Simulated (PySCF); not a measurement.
Consider `C#CCN=C` (C4H5N). Numbering: `[CH:1]#[C:2][CH2:3][N:4]=[CH2:5]`

Computed at PBE0-D3(BJ)/def2-TZVP // PBE-D3(BJ)/def2-SVP with PySCF (density fitting, grid level 2). Zero-point and thermal terms (298.15 K, 1 bar) come from unscaled PBE-D3(BJ)/def2-SVP harmonic frequencies, with soft modes damped to free rotors in the entropy.

Question: Rank these of its sites by proton affinity, highest first.
A. C1 (alkyne carbon)
B. N4 (imine nitrogen)

Answer: B (900 kJ/mol), A (763 kJ/mol).

Question: For C1 (alkyne carbon), what are ΔE (electronic) and ΔG(298 K) of removing the proton again?

Answer: ΔE = 778 and ΔG = 734 kJ/mol, beside ΔH = 763 kJ/mol. The protonated species is `C=[C+]CN=C`.

Question: Of those listed, which site of protonation is favoured in water (IEF-PCM), and by how much?

Answer: N4 (imine nitrogen), by 151 kJ/mol over C1 (alkyne carbon); the gas phase favours the same one.

---

Consider `C=CO/C=C/CF` (C5H7FO). Non-hydrogen atoms are numbered in `[CH2:1]=[CH:2][O:3]/[CH:4]=[CH:5]/[CH2:6][F:7]`.

Level of theory: B3LYP-D3(BJ)/def2-TZVP single points in PySCF, grid level 2; every species was optimised with BP86-D3(BJ)/def2-SVP. Zero-point and thermal terms (298.15 K, 1 bar) come from unscaled GFN2-xTB harmonic frequencies, with soft modes damped to free rotors in the entropy. These were taken at the GFN2-xTB minima.

**Question.** Rank these of its sites by proton affinity, highest first.
A. C1 (alkene carbon)
B. C5 (alkene carbon)
C. O3 (ether oxygen)

**Answer.** A (873 kJ/mol), B (851 kJ/mol), C (746 kJ/mol).

**Question.** For O3 (ether oxygen), what are ΔE (electronic) and ΔG(298 K) of removing the proton again?

**Answer.** ΔE = 767 and ΔG = 715 kJ/mol, beside ΔH = 746 kJ/mol. The protonated species is `C=C[OH+]C=CCF`.

---

Consider `C=C(Cl)C(=O)O` (C3H3ClO2). Atom numbers as in the mapped SMILES `[CH2:1]=[C:2]([Cl:3])[C:4](=[O:5])[OH:6]`.

Energies: PBE0-D3(BJ)/def2-TZVP (PySCF, density fitting, integration grid level 2) on GFN2-xTB structures. Zero-point and thermal terms (298.15 K, 1 bar) come from unscaled GFN2-xTB harmonic frequencies, with soft modes damped to free rotors in the entropy.

**Question.** Rank these of its sites by proton affinity, highest first.
A. C1 (alkene carbon)
B. O5 (carboxyl C=O oxygen)

**Answer.** B (816 kJ/mol), A (714 kJ/mol).

**Question.** For C1 (alkene carbon), what are ΔE (electronic) and ΔG(298 K) of removing the proton again?

**Answer.** ΔE = 734 and ΔG = 686 kJ/mol, beside ΔH = 714 kJ/mol. The protonated species is `CC(=[Cl+])C(=O)O`.

Caveats: O6 is not listed: the run failed or kept an imaginary mode, or the ion rearranged or equalled another; a site not listed may be the best one.
